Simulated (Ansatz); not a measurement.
A structure drawn as `[Cl][Hf]([Cl])([Cl])[Cl]`, with this starting geometry:

```xyz
5

Cl    1.110    2.322   -0.971
Hf    0.038   -0.150   -0.367
Cl   -1.710    1.014    1.507
Cl   -1.265   -2.097   -1.433
Cl    1.827   -1.089    1.264
```

The species carries charge 0 and has multiplicity 1. Hf takes the def2 core potential.

**Question.** Does it keep its bonds when Ansatz relaxes it at PBE-D4/def2-SVP and then PBE0-D4/def2-TZVP?

**Answer.** Yes, every drawn bond is still there and no new one forms.

**Question.** Give the relaxed structure. (Estimate.)

**Answer.** Computed: 
Z-matrix (Å, degrees):
```
Hf
Cl 1 2.318
Cl 1 2.318 2 109.5
Cl 1 2.318 2 109.5 3 120.0
Cl 1 2.318 2 109.5 3 -120.0
```
All modes are real.

Atoms count as bonded under 1.1 times the sum of their covalent radii (H–H under 0.85 Å, pairs among N, O and F under 1.55 Å), and a drawn bond as lost past 1.3 times.
